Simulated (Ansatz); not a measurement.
Spectroscopic constants of SrS, closed-shell singlet (the spin of the measured ground state). No spin–orbit coupling.

The constants come from a fifth-degree fit in 1/R (seven points, main isotopes). In def2 and cc sets the state is the lowest found near the PBE0 minimum, followed along R. The singlet is held restricted.

Correlated levels freeze the inner cores; with def2 sets outer-core shells near the valence are correlated too.

Run with Ansatz (an electronic-structure program).  In def2 rows elements past Kr take small-core potentials, without spin–orbit coupling.

Quantity: r_e, from seven points a level.

Costs are ratios of core time to PBE/def2-TZVPP (roughly 8 s), for whole runs (searches for the state included, and forces where a run took them) on one shared machine, so rough; each error counts from the measured 2.4405 Å [Huber and Herzberg (1979), NIST Chemistry WebBook].

```
level                 basis functions  cost  error (Å)
--------------------  ---------------  ----  ---------
SVWN5/def2-TZVPP                   82  ×0.7     -0.028
PBE/def2-TZVPP                     82    ×1     -0.002
B3LYP/def2-TZVPP                   82    ×1      0.008
PBE0/def2-TZVPP                    82    ×1     -0.019
B2PLYP/def2-TZVPP                  82    ×1      0.015
CAM-B3LYP/def2-TZVPP               82    ×1     -0.009
r2SCAN/def2-TZVPP                  82    ×2     -0.009
CCSD(T)/def2-TZVPP                 82    ×2      0.031
B97M-V/def2-TZVPP                  82    ×3      0.009
wB97X-V/def2-TZVPP                 82    ×3     -0.019
wB97M-V/def2-TZVPP                 82    ×4     -0.009
CCSD(T)/def2-QZVPP                133    ×7      0.019
```

The cheapest listed level whose error stays within 0.005 Å: PBE/def2-TZVPP (-0.002 Å, cost ×1).

What the step from CCSD(T)/def2-TZVPP to CCSD(T)/def2-QZVPP costs and buys: 82 to 133 functions, cost ×3 (rough); the error goes from 0.031 to 0.019 Å.
